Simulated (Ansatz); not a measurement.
Program: Ansatz. Geometries: PBE0-D4/def2-TZVP. ΔE: electronic, gas phase. CBS: MP2 limit from def2 TZ/QZ plus the TZ coupled-cluster correction, frozen cores. This one scheme is used for every species. DFT in def2-TZVPP. For V outer-core shells are correlated without core-valence functions, which leaves a few kJ/mol of doubt a bond. Scalar relativity is left out up to krypton. Each species was taken in one conformer, which may not be the lowest.

Consider the formal exchange of groups at a V–Cl bond: `[NH]=[V]([F])([Cl])[Cl]` + CH₄ → `[CH3][V](=[NH])([F])[Cl]` + HCl.

`[NH]=[V]([F])([Cl])[Cl]`:

Cartesian coordinates in Å:
```
N -0.092 -0.588 -1.037
V -0.064 0.176 0.355
F -1.642 0.128 1.039
Cl 1.355 -0.831 1.605
Cl 0.551 2.190 -0.038
H -0.109 -1.075 -1.925
```

CH₄:

```xyz
5

C     0.000    0.000    0.000
H     0.709    0.639   -0.526
H     0.100    0.154    1.074
H     0.205   -1.043   -0.238
H    -1.014    0.251   -0.310
```

`[CH3][V](=[NH])([F])[Cl]`:

Cartesian coordinates in Å:
```
C 1.184 0.296 0.303
V -0.628 0.095 -0.504
N -1.237 -1.101 0.362
F -0.397 -0.367 -2.155
Cl -1.702 1.926 -0.131
H 1.093 0.528 1.365
H 1.659 1.118 -0.241
H 1.738 -0.634 0.167
H -1.710 -1.861 0.833
```

HCl:

```xyz
2

Cl    0.454   -0.404    0.198
H    -0.454    0.404   -0.198
```

Question: Is it downhill or uphill in electronic energy at CCSD(T)/CBS, and by how much? (Estimate.)

Answer: Ansatz gave: Uphill: ΔE = +134.5 kJ/mol.

Question: What do these levels give: r2SCAN-D4, PBE0-D4, CAM-B3LYP-D4, ωB97X-V, B2PLYP, BLYP, PBE0, r2SCAN0, BHLYP, SCS-MP2/def2-TZVPP, CCSD/def2-TZVPP, HF/def2-QZVPP? (An estimate is asked.)

Answer: Ansatz gave: r2SCAN-D4 153.5, PBE0-D4 142.7, CAM-B3LYP-D4 140.3, ωB97X-V 136.7, B2PLYP 162.1, BLYP 154.4, PBE0 142.9, r2SCAN0 144.1, BHLYP 137.3, SCS-MP2/def2-TZVPP 161.1, CCSD/def2-TZVPP 125.5, HF/def2-QZVPP 126.3 kJ/mol.

Largest T1 diagnostic among the species: 0.031, so the coupled-cluster value is less sure than usual.

From PBE to PBE0 (25 % exact exchange), in def2-TZVPP and without D4, ΔE moves by −8.6 kJ/mol. Leaving LDA and LC-ωPBE aside and taking each functional with its dispersion term where it has one, the values, not all of them listed here, spread over 27.7 kJ/mol, from ωB97M-V to B2PLYP.
